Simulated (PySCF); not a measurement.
Si(SH)Cl3.
Z-matrix (Å and degrees, PBE0-D3(BJ)/def2-SVP geometry), rows numbered from 1:
```
Si
S   1  2.1133
H   2  1.3530  1   93.55
Cl  1  2.0391  2  106.13  3   179.12
Cl  1  2.0467  2  112.37  3    59.66
Cl  1  2.0471  2  112.46  3   -61.32
```

Computed at PBE0/pcSseg-1 (PySCF, non-relativistic), with Q(33S) = −0.0678 b, Q(35Cl) = −0.0817 b: S2, 33S (I = 3/2): χzz = 36.18 MHz, η = 0.623; Cl4, 35Cl (I = 3/2): χzz = -46.73 MHz, η = 0.013; Cl5, 35Cl (I = 3/2): χzz = -46.35 MHz, η = 0.065.

**Question.** Find the zero-field quadrupole resonance frequencies of 33S at S2.

**Answer.** From ν = (|χ|/2)√(1 + η²/3): ν = 19.23 MHz (sulfur bonded to Si and H).

**Question.** Where would the pure quadrupole (NQR) lines of 35Cl at Cl4 fall for the rigid, isolated species?

**Answer.** From ν = (|χ|/2)√(1 + η²/3): ν = 23.37 MHz (chlorine bonded to Si). For 37Cl the ratio of quadrupole moments, 0.7881, gives 18.42 MHz.

**Question.** Where would the pure quadrupole (NQR) lines of 35Cl at Cl5 fall for the rigid, isolated species?

**Answer.** From ν = (|χ|/2)√(1 + η²/3): ν = 23.19 MHz (chlorine bonded to Si). For 37Cl the ratio of quadrupole moments, 0.7881, gives 18.28 MHz.

**Question.** Apply the simplest Townes–Dailey estimate (no s hybridisation, no π bonding), ionic character = 1 − χzz/χ0, where χ0 is the coupling for one missing p electron along the bond: −109.74 MHz for 35Cl.

**Answer.** Cl4 on Si1: 1 − (-46.73)/(-109.74) = 0.57; Cl5 on Si1: 1 − (-46.35)/(-109.74) = 0.58. In this model a purely covalent bond gives χ0 and a free halide ion gives zero; s hybridisation or π bonding, where present, is counted here as ionic character.

In a crystal, neighbours and librations shift these lines. These gradients aren't converged with respect to the basis.
